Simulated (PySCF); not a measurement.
Job file and geometry (Å, from GFN2-xTB) of an NMR shielding run on `[SiH3]CC[Si](P)(P)Cl`, C$_{2}$H$_{11}$ClP$_{2}$Si$_{2}$, GIAO PBE0/pcSseg-1 NMR shielding, non-relativistic, gas phase (PySCF 2.14.0, density-fitted response routines); density fitting, a coarse starting grid and PySCF grid level 2 are the driver's defaults:

```
$ OMP_NUM_THREADS=1 python probes_run.py task.json out

{"job": {"kind": "nmr", "xc": "PBE0", "basis": "pcSseg-1"}, "charge": 0, "multiplicity": 1}
Si     2.177220     0.695177     0.377542
C      1.459797    -0.940480    -0.276915
C      0.308346    -0.774735    -1.265546
Si    -1.331307    -0.215571    -0.448224
P     -1.534623    -1.375485     1.495646
P     -1.457745     2.060176    -0.434055
Cl    -2.852320    -0.880626    -1.660585
H      2.555148     1.539413    -0.755776
H      1.172588     1.387216     1.193709
H      3.349108     0.386714     1.198101
H      1.121419    -1.561940     0.558851
H      2.261926    -1.501231    -0.763242
H      0.121210    -1.729367    -1.763810
H      0.588316    -0.064227    -2.045232
H     -0.915810    -0.404481     2.267628
H     -2.800260    -0.889273     1.786270
H     -1.388277     2.183931     0.945232
H     -2.843495     2.091104    -0.421251
```

Task: Write the output of this run.

Result: 
```
coarse grid: 17112 points
cycle   1  E = -1803.8584869438  dE =  3.171e-01  |g| = 4.129e-01  |ddm| = 3.803e+00
cycle   2  E = -1803.8409985675  dE =  1.749e-02  |g| = 4.909e-01  |ddm| = 9.926e-01
cycle   3  E = -1803.9045911788  dE = -6.359e-02  |g| = 4.102e-02  |ddm| = 5.790e-01
cycle   4  E = -1803.9050045336  dE = -4.134e-04  |g| = 1.742e-02  |ddm| = 7.471e-02
cycle   5  E = -1803.9050782561  dE = -7.372e-05  |g| = 3.548e-03  |ddm| = 2.692e-02
cycle   6  E = -1803.9050805642  dE = -2.308e-06  |g| = 1.691e-03  |ddm| = 7.002e-03
final grid: 140960 points
cycle   7  E = -1803.9445345972  dE = -3.664e-05  |g| = 6.066e-03  |ddm| = 3.650e-02
cycle   8  E = -1803.9445309541  dE =  3.643e-06  |g| = 6.826e-03  |ddm| = 1.313e-02
cycle   9  E = -1803.9445428603  dE = -1.191e-05  |g| = 7.672e-04  |ddm| = 7.621e-03
cycle  10  E = -1803.9445429948  dE = -1.345e-07  |g| = 2.024e-04  |ddm| = 1.109e-03
cycle  11  E = -1803.9445430059  dE = -1.114e-08  |g| = 4.399e-05  |ddm| = 3.292e-04
cycle  12  E = -1803.9445430064  dE = -4.284e-10  |g| = 1.536e-05  |ddm| = 7.485e-05
converged SCF energy = -1803.9445430064

GIAO shielding tensors (ppm)
atom      isotropic    diamagn.    paramagn.     s11        s22        s33       span
  0 Si     417.995     880.097    -462.102    385.276    406.180    462.530     77.253
  1 C      182.218     252.361     -70.143    169.752    184.485    192.418     22.665
  2 C      160.500     252.936     -92.437    147.043    161.837    172.619     25.576
  3 Si     298.908     878.312    -579.403    286.555    294.431    315.739     29.184
  4 P      561.450     967.969    -406.520    504.388    574.350    605.612    101.224
  5 P      542.502     967.515    -425.013    454.320    557.930    615.256    160.936
  6 Cl     909.435    1148.643    -239.208    854.136    916.857    957.312    103.176
  7 H       27.948      29.394      -1.446     24.818     25.943     33.082      8.263
  8 H       28.195      30.787      -2.592     24.173     29.402     31.010      6.837
  9 H       27.861      28.948      -1.087     24.238     25.031     34.315     10.077
 10 H       30.945      32.423      -1.478     25.258     31.582     35.995     10.737
 11 H       30.469      29.796       0.673     24.514     27.979     38.915     14.401
 12 H       30.035      31.067      -1.031     24.297     29.857     35.953     11.656
 13 H       30.315      32.064      -1.749     26.652     29.622     34.673      8.021
 14 H       30.320      31.707      -1.387     25.268     28.629     37.062     11.795
 15 H       30.015      30.287      -0.272     25.502     27.526     37.018     11.516
 16 H       29.994      31.030      -1.036     25.524     28.343     36.115     10.591
 17 H       29.633      30.055      -0.423     24.312     27.836     36.750     12.438
```

Task: Turn these shieldings into chemical shifts. References, each an isolated molecule treated in the same way: 29Si (349.16 ppm) and 13C (186.93 ppm) and 1H (31.72 ppm) against TMS; 31P (318.38 ppm) vs H3PO4; 35Cl (949.78 ppm) vs HCl.

Result: Averaging equivalent atoms: Si 3: 50.2; Si 0: -68.8; C 2: 26.4; C 1: 4.7; P 4/5: -233.6; Cl 6: 40; H 7/8/9: 3.72; H 14/15/16/17: 1.73; H 12/13: 1.54; H 10/11: 1.01 ppm. Experimental scales use liquid or dissolved standards, which lie at an offset from isolated H3PO4.

Size and cost of the density-fitted run: 209 basis functions, 39 s wall time on 1 thread of an Arm Neoverse V2, shared host; peak memory 0.93 GiB.
